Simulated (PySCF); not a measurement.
**Optical rotation: `C#C[C@H]1C[Si@@H](CF)N1`, C$_{5}$H$_{8}$FNSi**

Geometry (Å), atoms numbered from 1 in this order:
```xyz
16

C    -2.8505   -1.6409   -0.2741
C    -2.1689   -0.6997    0.0147
C    -1.3027    0.4153    0.3317
C    -0.1714    0.0813    1.3256
Si    1.0528    0.8304    0.0648
C     2.4058   -0.2277   -0.7760
F     3.6262    0.0149   -0.1770
N    -0.4369    0.7904   -0.7879
H    -3.4630   -2.4600   -0.5089
H    -1.9145    1.2587    0.6794
H    -0.2749    0.5876    2.2787
H    -0.0919   -0.9863    1.5083
H     1.6489    2.1123    0.4623
H     2.2348   -1.3037   -0.7049
H     2.5266    0.0337   -1.8294
H    -0.8280    1.2027   -1.6186
```

Computed with TDDFT LC-wPBE/aug-cc-pVDZ circular dichroism and optical rotation, one conformer, gas phase (PySCF). Geometry: GFN2-xTB.

The molecule is flexible and this is one conformer; a measurement averages over conformers. Singlets 3 and 4 lie within 0.01 eV of each other, so their separate moments and overlaps can depend on how they mix.

Stereocentres: C3 S, Si5 S.

Q: Give the optical rotatory dispersion at 633, 589.3, 546, 436, 405, 365, 355 nm.

A: [α] in deg dm⁻¹ (g/mL)⁻¹:
```
λ (nm)  origin-invariant length gauge  modified velocity gauge  length gauge (centre of mass)  isotropic polarisability (au)
   633                          +73.1                    +80.7                          +73.0                           89.8
 589.3                          +87.5                    +96.4                          +87.4                           90.1
   546                         +106.6                   +117.2                         +106.6                           90.6
   436                         +202.1                   +219.7                         +201.9                           92.4
   405                         +255.2                   +276.1                         +254.9                           93.2
   365                         +365.1                   +392.1                         +364.6                           94.7
   355                         +404.5                   +433.4                         +404.0                           95.1
```

Q: And for the mirror image at 589.3 nm?

A: -87.5 deg dm⁻¹ (g/mL)⁻¹ (origin-invariant length gauge): the same size and the opposite sign.

Q: What is the molar rotation [Φ] = [α]·M/100 of the geometry above at 589.3 nm?

A: With M = 129.21 g/mol, +113.0 deg cm² dmol⁻¹ (origin-invariant length gauge).

The first excitation lies at 6.09 eV (203 nm) with R = +29.1 × 10⁻⁴⁰ esu² cm² (velocity form).
